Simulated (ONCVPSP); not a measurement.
# PBE ONCV dataset for barium (Ba), scalar-relativistic all-electron reference.

barium, optimised norm-conserving Vanderbilt (ONCV), made with ONCVPSP 4.0.1 (PBE, scalar-relativistic). Core [Kr] 4d10, reference 5s2 5p6 6s1.5 6p0.5. Waves: 5s+6s: rc 3.05 bohr, ncon 4, nbas 8, qcut 4.2 1/bohr, 2 projectors; 5p+6p: rc 2.90 bohr, ncon 4, nbas 7, qcut 5.9 1/bohr, 2 projectors; d scattering state at 0.13 Ha: rc 2.45 bohr, ncon 4, nbas 9, qcut 4.7 1/bohr, 2 projectors, debl 0.6 Ha. Local part: polynomial inside 1.60 bohr (lpopt 5, dvloc0 6 Ha). Core correction: Teter function, fcfact 3, rcfact 1.45.

In the d channel the program set the typed energies aside and used 0.050, 0.650 Ha.

(1) Estimate the cutoffs (Ha) at which the residual kinetic energy of the hardest occupied pseudo-wave falls to 1 and 0.1 mHa per electron.

(2) Does the potential have ghost states?

(3) Which valence shell sets the plane-wave cutoff?

(4) Tests: 5s2 5p6 6s2 6p0; 5s2 5p6 6s1 6p0; 5s2 5p6 6s0 6p0; 5s2 5p6 5d1 6s0 6p0. Which has the largest error in its energy relative to the reference configuration, and how large is it?

Answers

(1) 8.0 Ha and 11 Ha.

(2) No bound ghost flagged; no localised positive-energy state flagged.

(3) 5p: 8 Ha for 1 mHa per electron, against 5 Ha for 5s.

(4) 5s2 5p6 5d1 6s0 6p0, with -14 meV (all-electron minus pseudo) on +5.04 eV.
